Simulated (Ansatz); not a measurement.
Correlation energies of `C=C[SiH](C)O` by basis set

```
atom    x (Å)    y (Å)    z (Å)
  C1  -2.2447  -0.1745   0.1794
  C2  -1.0364  -0.6112   0.5254
 Si3   0.4944   0.4442   0.4276
  C4   1.8491  -0.5003  -0.4404
  O5   0.1552   1.8776  -0.3214
  H6  -3.1300  -0.8025   0.2318
  H7  -2.4008   0.8443  -0.1651
  H8  -0.9467  -1.6405   0.8738
  H9   0.9442   0.8298   1.7901
 H10   2.0819  -1.4203   0.1037
 H11   2.7630   0.0952  -0.5016
 H12   1.5527  -0.7821  -1.4545
 H13  -0.0819   1.8403  -1.2489
```

The species carries charge 0 and has multiplicity 1. The structure was optimised at the PBE0-D4/def2-TZVP level. It is one conformer, not always the lowest. Frozen core, restricted reference, Ansatz 0.2.0. CBS rows extrapolate triple and quadruple zeta; past MP2 they add the triple-zeta difference.

```
     basis     HF (Eh)  MP2 corr.  CCSD corr.       (T)  CCSD(T) total
  def2-SVP  -481.85711   -0.69425    -0.75124  -0.02192     -482.63027
def2-TZVPP  -482.19441   -0.86550    -0.91229  -0.03646     -483.14316
def2-QZVPP  -482.21278   -0.92660           –         –              –
 CBS(def2)  -482.21532   -0.97187    -1.01867     as TZ     -483.27045
```
